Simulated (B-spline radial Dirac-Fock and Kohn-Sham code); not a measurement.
Model: multi-electron Dirac-Fock with separately optimised hole states, Breit and Lamb-shift corrections added in first order. Program: a radial B-spline solver. Electron correlation is not included.

Q: An atom or ion in its tabulated ground configuration has these computed binding energies (the last is its least bound level). Which is it?

```
level  binding energy (eV)
    K              31483.4
   L1               6621.9
   L2               6331.4
   L3               6095.7
   M1               2606.0
 M2,3               2483.6
```

A: Sn³⁷⁺: Z = 50 with 13 electrons, [Ne] 3s2 3p1. The hydrogen-like estimate √(E/Ry) = 48.1 for the K level lies 1.9 below Z (screening lowers it, relativity raises it); the outermost level, at 2483.6 eV, fixes the charge.

Q: An atom or ion in its tabulated ground configuration has these computed binding energies (the last is its least bound level). Which is it?

```tsv
level	binding energy (eV)
1s	7851.1
2s	1074.1
2p1/2	939.7
2p3/2	925.3
3s	234.3
3p3/2	188.1
3d	126.3
```

A: Co⁶⁺: Z = 27 with 21 electrons, [Ar] 3d3. The hydrogen-like estimate √(E/Ry) = 24.0 for the K level lies 3.0 below Z; the outermost level, at 126.3 eV, fixes the charge.

Q: An atom or ion in its tabulated ground configuration has these computed binding energies (the last is its least bound level). Which is it?

```
level  binding energy (eV)
    K              27519.2
   L1               5703.9
   L2               5436.0
   L3               5256.9
   M1               2226.9
 M2,3               2121.5
```

A: Ag³⁴⁺: Z = 47 with 13 electrons, [Ne] 3s2 3p1. The hydrogen-like estimate √(E/Ry) = 45.0 for the K level lies 2.0 below Z (screening lowers it, relativity raises it); the outermost level, at 2121.5 eV, fixes the charge.
